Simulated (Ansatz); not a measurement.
## Reading a saddle point

A first-order saddle point of Si$_{2}$H$_{6}$Cl$_{2}$O, closed shell, PBE0-D4/def2-TZVP, with one imaginary mode of 1270i cm⁻¹:

```
atom    x (Å)    y (Å)    z (Å)
 Si1  -0.3414  -1.2262  -0.6634
  H2   1.2505  -1.6006  -0.3566
 Cl3   0.0459  -1.3953  -2.6865
 Cl4  -0.8967  -2.9389   0.3516
  H5  -1.6612  -0.5586  -0.7313
  H6   1.2125  -0.5937   0.1246
  O7   0.3834   0.1709   0.2565
 Si8   0.0657   1.7274   0.8158
  H9   0.9788   2.6590   0.1175
 H10  -1.3501   2.0100   0.4975
 H11   0.3125   1.7460   2.2743
```

Computed with Ansatz 0.2.0 (basis: def2-TZVPP and def2-QZVPP); correlated methods freeze the cores. Extrapolation: Hartree–Fock as exp(−7.88 √X), correlation as X^−2.97.

Q: Which contacts change along the imaginary mode, and what lies on either side? (A judgement: the text doesn't fix the answer.)

A: The calculation gives: The step is SiH₂Cl₂ ([Cl][SiH2][Cl]) + SiH₄O ([OH][SiH3]) → Si₂H₄Cl₂O ([SiH3][O][SiH]([Cl])[Cl]) + H₂, with the molecules in contact on both sides. Shortening one way: Si1–O7, H2–H6; lengthening the same way: Si1–H2, H6–O7.
```csv
pair,one side (Å),saddle (Å),other side (Å)
Si1–O7,2.98,1.82,1.61
H2–H6,2.90,1.12,0.75
Si1–H2,1.47,1.66,3.69
H6–O7,0.96,1.14,3.90
```

Q: Which side is lower, and how far does the saddle lie above each? (To be estimated.)

A: Computed: The side with Si1–O7, H2–H6 short is lower by 99.5 kJ/mol; the saddle lies 252.4 kJ/mol above it and 152.9 kJ/mol above the other (CCSD(T) at an estimated basis limit (MP2 extrapolated from triple and quadruple zeta, plus CCSD(T) − MP2 in triple zeta); electronic energies).

The T1 diagnostic stays at or below 0.011.

Labels in which every atom is bracketed show which atoms are joined, not bond orders.

For scale, one of the runs: CCSD(T)/def2-TZVPP, 283 basis functions (an equivalent command: `ansatz run in.yaml --threads 8`). Hardware: 8 CPU threads, shared host. Wall time 2.7 min; peak host memory 7.5 GiB.
